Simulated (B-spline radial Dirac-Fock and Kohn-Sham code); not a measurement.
Method: the independent-particle Dirac-Slater model, thresholds from Dirac-Fock. Computed with a radial B-spline solver. Kinetic energies are from the vacuum level. Open shells are spread statistically over j, without multiplet splitting. Without correlation, outer binding energies are uncertain by a few eV, most for open f shells.

Q: A free atom or ion in its tabulated ground configuration is ionised with 6000 eV photons and gives these photoelectron lines. Identify it and assign the lines.

| kinetic energy (eV) | relative cross section |
| --- | --- |
| 4015.9 | 45.5 |
| 4215.2 | 55.3 |
| 4370.0 | 100.0 |
| 4709.0 | 51.0 |
| 4741.9 | 69.7 |
| 5577.7 | 11.5 |
| 5656.8 | 12.1 |
| 5691.0 | 21.4 |
| 5822.2 | 9.3 |
| 5828.3 | 12.6 |
| 5929.9 | 1.9 |
| 5953.5 | 1.7 |
| 5957.9 | 2.8 |
| 5978.9 | 0.34 |
| 5979.8 | 0.42 |

A: Tb²⁺, [Xe] 4f9. Binding energies are hν less the kinetic energy: 3s 1984.1 eV, 3p1/2 1784.8 eV, 3p3/2 1630.0 eV, 3d3/2 1291.0 eV, 3d5/2 1258.1 eV, 4s 422.3 eV, 4p1/2 343.2 eV, 4p3/2 309.0 eV, 4d3/2 177.8 eV, 4d5/2 171.7 eV, 5s 70.13 eV, 5p1/2 46.48 eV, 5p3/2 42.05 eV, 4f5/2 21.07 eV, 4f7/2 20.23 eV.

Q: A free atom or ion in its tabulated ground configuration is ionised with 7780 eV photons and gives these photoelectron lines. Identify it and assign the lines.

```csv
kinetic energy (eV),relative cross section
958.8,100.0
6412.0,7.9
6483.0,0.86
6493.1,1.6
```

A: Cr¹⁷⁺, [He] 2s2 2p3. Binding energies are hν less the kinetic energy: 1s 6821.2 eV, 2s 1368.0 eV, 2p1/2 1297.0 eV, 2p3/2 1286.9 eV.

Q: A free atom or ion in its tabulated ground configuration is ionised with 1000 eV photons and gives these photoelectron lines. Identify it and assign the lines.

```
kinetic energy (eV)  relative cross section
              340.5                    38.5
              448.5                    51.2
              455.4                   100.0
              898.7                     6.1
              930.3                     4.9
              931.1                     9.5
              972.8                    0.30
              972.8                    0.44
```

A: V²⁺, [Ar] 3d3. Binding energies are hν less the kinetic energy: 2s 659.5 eV, 2p1/2 551.5 eV, 2p3/2 544.6 eV, 3s 101.3 eV, 3p1/2 69.70 eV, 3p3/2 68.88 eV, 3d3/2 27.21 eV, 3d5/2 27.15 eV.

Q: A free atom or ion in its tabulated ground configuration is ionised with Cr Kα (5414.7 eV) photons and gives these photoelectron lines. Identify it and assign the lines.

```csv
kinetic energy (eV),relative cross section
1964.9,27.0
2244.0,38.9
2648.9,78.9
3106.3,74.0
3191.7,100.0
4630.5,8.1
4749.8,10.0
4847.4,18.8
5042.5,13.4
5060.7,18.0
5283.6,1.7
5313.1,2.5
5316.7,3.0
5323.5,1.8
5339.8,3.2
5394.6,1.3
5396.2,1.6
```

A: Au⁺, [Xe] 4f14 5d10. Binding energies are hν less the kinetic energy: 3s 3449.8 eV, 3p1/2 3170.7 eV, 3p3/2 2765.8 eV, 3d3/2 2308.4 eV, 3d5/2 2223.0 eV, 4s 784.2 eV, 4p1/2 664.9 eV, 4p3/2 567.3 eV, 4d3/2 372.2 eV, 4d5/2 354.0 eV, 5s 131.1 eV, 4f5/2 101.6 eV, 4f7/2 97.97 eV, 5p1/2 91.21 eV, 5p3/2 74.94 eV, 5d3/2 20.07 eV, 5d5/2 18.55 eV.
